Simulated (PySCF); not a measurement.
# Electric field gradients and quadrupole coupling constants

Species: C6H11OS (charge -1).
Structure used (GFN2-xTB), in Å, numbered top down from 1:
```xyz
19
C6H11OS angstrom
C      1.239   -0.201    1.509
C      0.829   -0.414    0.256
O      1.280   -1.582   -0.331
C      1.266   -1.665   -1.738
C     -0.055    0.495   -0.532
S      1.035    1.531   -1.582
C     -0.970    1.388    0.302
C     -2.005    0.603    1.101
H      1.937   -0.877    1.973
H      0.923    0.649    2.080
H      2.047   -2.378   -2.012
H      1.475   -0.684   -2.186
H      0.301   -2.036   -2.109
H     -0.687   -0.104   -1.207
H     -0.361    2.003    0.967
H     -1.475    2.068   -0.391
H     -2.641    1.276    1.676
H     -1.510   -0.083    1.785
H     -2.637    0.020    0.432
```

Field gradients from the PBE0/pcSseg-1 density (PySCF, non-relativistic), principal values in atomic units, ordered |Vxx| ≤ |Vyy| ≤ |Vzz|:

| atom | Vxx | Vyy | Vzz |
| --- | --- | --- | --- |
| O3 | -0.2334 | -1.7099 | 1.9432 |
| S6 | -1.3909 | -1.6998 | 3.0907 |

Find the asymmetry η = (Vxx − Vyy)/Vzz and the couplings χ = eQV/h (234.96 MHz × Q in barn × V in au), with Q(17O) = −0.0256 b, Q(33S) = −0.0678 b.

```json
{"atom": "O3", "environment": "ether oxygen", "nucleus": "17O", "η": "0.76", "χzz (MHz)": "-11.69", "χxx (MHz)": "1.40", "χyy (MHz)": "10.29"}
{"atom": "S6", "environment": "thiolate sulfur", "nucleus": "33S", "η": "0.10", "χzz (MHz)": "-49.24", "χxx (MHz)": "22.16", "χyy (MHz)": "27.08"}
```

What is Vzz at O3 in SI units (1 au = 9.71736 × 10²¹ V/m²)?

1.9432 au = 18.883 × 10²¹ V/m².

And the gradient at the other heavy atoms, for which no coupling is worked out here?

| atom | environment | Vzz (au) | η |
| --- | --- | --- | --- |
| C1 | terminal =CH2 carbon | -0.061 | 0.40 |
| C2 | vinylic carbon bearing oxygen | -0.445 | 0.10 |
| C4 | methoxy carbon | 0.423 | 0.52 |
| C5 | sp3 carbon bound to sulfur | -0.061 | 0.73 |
| C7 | chain CH2 carbon | -0.072 | 0.90 |
| C8 | methyl carbon | -0.041 | 0.67 |

Were the hydrogens deuterons (Q(2H) = 0.00286 b), χzz would run from 167 kHz (H12) to 240 kHz (H10).

Geometry: GFN2-xTB, one conformer, isolated ion. The pcSseg-1 basis has no diffuse functions, a weakness for an anion. GFN2-xTB bond lengths can be off by several hundredths of an ångström, more for odd bonds, and the gradients follow them. A larger basis could move these couplings by a tenth or more.
